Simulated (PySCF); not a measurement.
## Simulated absorption spectrum

Compound: 1,1,1-trifluoro-2,2,2-trichloroethane, C2Cl3F3.
Atom-mapped SMILES: `[F:1][C:2]([F:3])([F:4])[C:5]([Cl:6])([Cl:7])[Cl:8]`

Computed with TDDFT CAM-B3LYP/def2-SVPD, vertical, gas phase, core orbitals frozen in the response in PySCF. Geometry: PBE0-D3(BJ)/def2-SVP; no solvent, vibrations or thermal averaging. Torsions of this conformer, `[F:1][C:2]([F:3])([F:4])[C:5]([Cl:6])([Cl:7])[Cl:8]`: F1–C2–C5–Cl6 -60°.

Broadening: Gaussians 0.3 eV wide at half height, area fixed by f = 4.319×10⁻⁹ ∫ε dν̃. The width is an assumption, not a result. The curve ends short of the highest state used, and states not computed would add to its high-energy end.

| E (eV) | ε (L mol⁻¹ cm⁻¹) |
| --- | --- |
| 6.19 | 0 |
| 6.23 | 0 |
| 6.28 | 0 |
| 6.33 | 0 |
| 6.38 | 0 |
| 6.42 | 0 |
| 6.47 | 0 |
| 6.52 | 0 |
| 6.57 | 2 |
| 6.61 | 5 |
| 6.66 | 19 |
| 6.71 | 60 |
| 6.75 | 137 |
| 6.80 | 333 |
| 6.85 | 697 |
| 6.90 | 1250 |
| 6.94 | 1789 |
| 6.99 | 2447 |
| 7.04 | 2894 |
| 7.09 | 2988 |
| 7.13 | 2810 |
| 7.18 | 2392 |
| 7.23 | 1922 |
| 7.27 | 1588 |
| 7.32 | 1240 |
| 7.37 | 940 |
| 7.42 | 666 |
| 7.46 | 470 |
| 7.51 | 272 |
| 7.56 | 137 |

Q: Where are the band maxima, and which computed states make them?

A: 175 nm (7.08 eV), ε about 3000, made up of S2 (47%) and S3 (48%) (ε in L mol⁻¹ cm⁻¹; maxima over ε = 5, shares over 10%). The states used: S1 6.64 eV (f 0.0000); S2 7.06 eV (f 0.016); S3 7.07 eV (f 0.016); S4 7.27 eV (f 0.0013); S5 7.32 eV (f 0.0040); S6 7.32 eV (f 0.0043); S7 8.03 eV (f 0.0011); S8 8.04 eV (f 0.0010); S9 8.14 eV (f 0.0000); S10 8.16 eV (f 0.0029).

Q: What would ε be at 7.08 eV, the highest of these maxima, with half the width (0.15 eV)?

A: About 5540 L mol⁻¹ cm⁻¹ against 3000, a factor of about 1.8; a lone state at its own centre would give exactly 2.

Q: Coming from long wavelengths, where does ε first pass 100 L mol⁻¹ cm⁻¹?

A: At about 184 nm (6.73 eV), 0.10 eV above S1.

All these states lie below the vertical ionisation energy of 11.75 eV (ΔSCF).
